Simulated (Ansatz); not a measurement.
```xyz
3

Si    0.0000    0.0000    0.0000
Mg    0.0000    4.8282    3.7048
S     0.0000   -4.1384    3.1755
```

Basis set: pcseg-2 (spherical functions). Charge 0, multiplicity 3.

Computed with Ansatz (development build ahead of 0.2.0); each method stands on the lowest determinant of its kind that the runs found. Restricted functionals stand beside restricted open-shell atoms, which can lie above the unrestricted atoms usual in DFT and then raise those values.

(1) Give the atomization energy at this shape (free ground-state atoms in the same class of orbitals less the molecule, no zero-point energy) of triplet MgSiS by r²SCAN (unrestricted), r²SCAN (restricted open-shell).

Results:

(1)

```csv
method,atomization energy
r²SCAN (unrestricted),-0.21 eV
r²SCAN (restricted open-shell),-0.81 eV
```

Caution: charge can spread falsely over distant fragments; other spin multiplicities may lie lower; the shape is not the minimum. Caution for r²SCAN (unrestricted): the unrestricted determinant is a mixture of spin states. Caution for r²SCAN (restricted open-shell): an unrestricted determinant lies well below.
